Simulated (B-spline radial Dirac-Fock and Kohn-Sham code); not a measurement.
**Dipole and non-dipole photoemission parameters of Pt²⁺ 4p3/2**

System: the Pt²⁺ ion, configuration 1s2 2s2 2p6 3s2 3p6 3d10 4s2 4p6 4d10 4f14 5s2 5p6 5d8; threshold 534.4 eV (orbital energy of the model). These are calculated numbers from a B-spline atomic structure program; the model is Dirac-Hartree-Slater photoionisation with a Latter tail; cross sections with all multipoles, angular parameters from the dipole term and its interference with E2.

For linearly polarised light dσ/dΩ = σ/(4π) [1 + β P₂(cos θ) + (δ + γ cos²θ) sin θ cos φ], with θ from the polarisation vector and φ the angle between the beam and the projection of the electron momentum on the plane normal to the polarisation.

```csv
hν (eV),σ (kb),β,γ,δ
1060,122,1.127,0.339,0.040
1253.6,99.0,1.291,0.339,0.023
1486.9,78.2,1.416,0.287,0.011
1540,?,?,?,?
2560,33.2,1.649,0.025,0.001
2620,31.9,1.655,0.017,0.001
3690,17.0,1.720,-0.048,0.005
5730,6.97,1.748,0.102,0.012
6000,6.31,1.747,0.134,0.013
6930,4.61,1.743,0.254,0.015
8047.8,3.29,1.734,0.407,0.018
8740,2.72,1.727,0.504,0.020
13600,0.937,1.661,1.152,0.035
```

Problem. Give the values at 1540 eV.

Solution. σ = 74.3 kb, β = 1.438, γ = 0.272, δ = 0.009.
